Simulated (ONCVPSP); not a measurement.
## Before and after: ONCV potential for antimony (Sb)

| Item | Value |
| --- | --- |
| Element | Sb |
| Generator | ONCVPSP 4.0.1 |
| Type | optimised norm-conserving Vanderbilt (ONCV) |
| Functional | PBEsol |
| Relativity | scalar-relativistic |
| Frozen core | [Ar] 3d10 |
| Valence charge | 23 |
| Reference configuration | 4s2 4p6 4d10 5s2 5p3 |
| Partial waves | 4s+5s: rc 1.45 bohr, ncon 4, nbas 7, qcut 7.6 1/bohr, 2 projectors; 4p+5p: rc 1.50 bohr, ncon 4, nbas 8, qcut 7.9 1/bohr, 3 projectors, debl 1.3 Ha; 4d: rc 1.00 bohr, ncon 5, nbas 10, qcut 11.4 1/bohr, 3 projectors, debl 1.9 Ha; f scattering state at 0.03 Ha: rc 1.35 bohr, ncon 3, nbas 6, qcut 8.7 1/bohr, 2 projectors, debl 2.7 Ha |
| Local potential | polynomial inside 1.00 bohr (lpopt 3, dvloc0 3 Ha) |
| Core correction | Teter function, fcfact 5.25, rcfact 1.1 |

Change: s: qcut 4.9.

Cutoffs: the cutoffs (Ha) at which the residual kinetic energy of the hardest occupied pseudo-wave falls to 1 and 0.1 mHa per electron; they do not see the model core or the augmentation charge, which bear on the density cutoff. Errors are all-electron minus pseudo energies relative to the spin-unpolarised reference configuration.

Q: Predict the effect on cutoff, ghosts and configuration errors.

A: The potential gets harder (50 Ha and 60 Ha → 50 Ha and 76 Ha); both files keep a bound ghost (d); of the 4 tests that both files solve, the error grows in 1 and shrinks in 0 by more than 15 % and 0.3 meV (median size 8.4 → 8.2 meV).

```tsv
quantity	base	changed
cutoff, loose	50 Ha	50 Ha
cutoff, tight	60 Ha	76 Ha
loose cutoff by channel	s 24 Ha, p 25 Ha, d 50 Ha	s 34 Ha, p 25 Ha, d 50 Ha
bound ghosts	d	d
GHOST(+) flags under 300 eV	none	none
error for 4s2 4p6 4d10 5s2 5p2, meV [ΔE 8.34 eV]	-1.7	-1.7
error for 4s2 4p6 4d10 5s2 5p1, meV [ΔE 24.36 eV]	-5.4	-5.3
error for 4s2 4p6 4d10 5s2 5p0, meV [ΔE 48.80 eV]	-11	-11
error for 4s1 4p6 4d10 5s2 5p3, meV [ΔE 157.24 eV]	-547	-645
s: phases at 1.47 bohr within 0.05 rad from the reference energy up to (Ha; the scan ends near 5)	to the end of the scan	to the end of the scan
p: phases at 1.52 bohr within 0.05 rad from the reference energy up to (Ha; the scan ends near 5)	to the end of the scan	to the end of the scan
d: phases at 1.01 bohr within 0.05 rad from the reference energy up to (Ha; the scan ends near 5)	to the end of the scan	to the end of the scan
f: phases at 1.37 bohr within 0.05 rad from the reference energy up to (Ha; the scan ends near 5)	to the end of the scan	to the end of the scan
rms error of d²Exc/dni dnj with the model core, mHa	0.70	0.79
```

 A true bound ghost makes a file unfit for plane-wave use even where its test errors are small: the radial tests pick states by their node count and pass the ghost by.
